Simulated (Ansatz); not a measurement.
Calculated with Ansatz (gas phase, PBE0-D4/def2-TZVP geometries, no zero-point term in ΔE). CBS: MP2 limit from def2 TZ/QZ plus the TZ coupled-cluster correction, frozen cores. Functionals use def2-TZVPP. B3LYP here is the variant with VWN-RPA as its local correlation; programs differ in this. For Zn outer-core shells are correlated without core-valence functions, which leaves a few kJ/mol of doubt a bond. Scalar relativity is left out up to krypton. Each species was taken in one conformer, which may not be the lowest.

Consider the formal exchange of groups at a Zn–C bond: `O[C](F)(Cl)[ZnH]` + `[SiH3]C1C=N1` → `[SiH3]C1N=[C]1[ZnH]` + `OC(F)Cl`.

`O[C](F)(Cl)[ZnH]`:

Cartesian coordinates in Å:
```
O 0.770 0.516 1.118
C -0.090 0.350 0.091
F -1.228 1.080 0.323
Cl 0.618 1.107 -1.449
Zn -0.396 -1.535 -0.436
H 0.947 1.460 1.248
H -0.621 -2.978 -0.895
```

`[SiH3]C1C=N1`:

Z-matrix (Å, degrees):
```
Si
C 1 1.869
H 1 1.489 2 109.8
H 1 1.486 2 108.9 3 119.8
H 1 1.487 2 110.8 3 -119.6
C 2 1.453 1 123.5 3 -104.8
N 2 1.561 1 118.4 3 -161.7
H 2 1.091 1 117.3 3 56.3
H 6 1.083 2 150.3 1 80.3
```

`[SiH3]C1N=[C]1[ZnH]`:

```xyz
10

Si    1.306    1.104    0.271
C     0.539   -0.590    0.359
N    -0.599   -0.839    1.342
C    -0.914   -0.822    0.129
Zn   -2.440   -1.001   -1.036
H     2.181    1.205   -0.931
H     0.223    2.120    0.168
H     2.135    1.410    1.469
H     1.198   -1.448    0.217
H    -3.629   -1.140   -1.989
```

`OC(F)Cl`:

Cartesian coordinates in Å:
```
O -0.030 -1.091 0.276
C 0.048 0.116 -0.316
F 1.256 0.696 -0.105
Cl -1.190 1.261 0.297
H 0.029 -0.982 1.233
H -0.113 -0.001 -1.386
```

| level | ΔE (kcal/mol) | difference from CCSD(T)/CBS |
| --- | --- | --- |
| PBE-D4 | -10.3 | 1.7 |
| r2SCAN-D4 | -11.1 | 0.9 |
| ωB97X-V | -12.2 | -0.2 |
| B2PLYP | -12.4 | -0.4 |
| PBE | -10.3 | 1.7 |
| r2SCAN | -11.1 | 0.9 |
| PBE0 | -12.2 | -0.2 |
| B3LYP | -11.3 | 0.7 |
| HF/def2-TZVPP | -15.3 | -3.3 |
| MP2/def2-TZVPP | -14.5 | -2.5 |
| CCSD/def2-TZVPP | -13.9 | -1.9 |
| CCSD(T)/def2-TZVPP | -13.5 | -1.5 |
| HF/def2-QZVPP | -15.2 | -3.2 |
| HF/CBS(def2) | -15.2 | -3.2 |
| MP2/CBS(def2) | -13.0 | -1.0 |
| CCSD/CBS(def2) | -12.4 | -0.4 |
| CCSD(T)/CBS | -12.0 | 0 |

Largest T1 diagnostic among the species: 0.015.

From PBE to PBE0 (25 % exact exchange), in def2-TZVPP and without D4, ΔE moves by −1.9 kcal/mol. In def2-TZVPP, CCSD(T) changes the Hartree–Fock value by +1.8 kcal/mol (the triples alone add +0.4 kcal/mol) and MP2 by +0.8 kcal/mol.

CCSD(T)/CBS has its own doubt, a few kJ/mol and more with outer-core shells, so smaller differences from it don't rank the levels.
